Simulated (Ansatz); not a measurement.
Program: Ansatz. Geometries: PBE0-D4/def2-TZVP. ΔE: electronic, gas phase. CCSD(T)/CBS is the MP2 limit (def2-TZVPP, def2-QZVPP) plus CCSD(T) − MP2 in def2-TZVPP, frozen cores. This one scheme is used for every species. DFT in def2-TZVPP. Each species was taken in one conformer, which may not be the lowest.

Reaction (cleavage of the P–B bond): `PB1C[SiH2]1` + `N[SiH3]` → `[SiH3]NP` + `B1C[SiH2]1`

`PB1C[SiH2]1`:

```xyz
10

P    -1.970    0.918   -0.752
B    -0.413   -0.015   -0.384
C     1.100    0.179   -0.454
Si    0.568   -1.238    0.741
H    -1.577    2.272   -0.621
H    -2.697    0.783    0.451
H     1.581    1.147   -0.337
H     1.652   -0.453   -1.157
H     0.553   -1.094    2.218
H     1.202   -2.498    0.295
```

`N[SiH3]`:

Cartesian coordinates in Å:
```
N 0.244 -0.608 0.842
Si -0.231 0.300 -0.540
H 0.057 -0.247 1.763
H 1.114 -1.115 0.829
H -1.649 0.704 -0.355
H 0.554 1.543 -0.807
H -0.090 -0.576 -1.732
```

`[SiH3]NP`:

```xyz
9

Si   -1.089   -0.351   -0.267
N     0.182    0.019    0.841
P     1.748    0.563    0.444
H    -1.437    0.841   -1.086
H    -2.272   -0.787    0.521
H    -0.675   -1.434   -1.200
H     0.027   -0.085    1.830
H     1.433    1.590   -0.491
H     2.083   -0.357   -0.593
```

`B1C[SiH2]1`:

```xyz
8

B    -0.725   -0.774    0.514
C    -0.768    0.584   -0.088
Si    1.058   -0.297    0.050
H    -1.451   -1.708    0.422
H    -0.298    1.465    0.357
H    -1.485    0.874   -0.854
H     1.869    0.766    0.684
H     1.799   -0.909   -1.085
```

```json
{"species": "`PB1C[SiH2]1`", "PBE0-D4 energy (Eh)": "-697.05789"}
{"species": "`N[SiH3]`", "PBE0-D4 energy (Eh)": "-347.11159"}
{"species": "`[SiH3]NP`", "PBE0-D4 energy (Eh)": "-688.94628"}
{"species": "`B1C[SiH2]1`", "PBE0-D4 energy (Eh)": "-355.20172"}
```

**Question.** Work out ΔE.

**Answer.** ΔE = (-688.94628) + (-355.20172) − (-697.05789) − (-347.11159) = 0.02148 Eh = +0.58 eV. CCSD(T)/CBS gives +0.49 eV.

Largest T1 diagnostic among the species: 0.017.

In def2-TZVPP, CCSD(T) changes the Hartree–Fock value by +0.08 eV (the triples alone add +0.01 eV) and MP2 by +0.08 eV. Leaving LDA and LC-ωPBE aside and taking each functional with its dispersion term where it has one, the values, not all of them listed here, spread over 0.19 eV, from ωB97M-V to B97M-V.
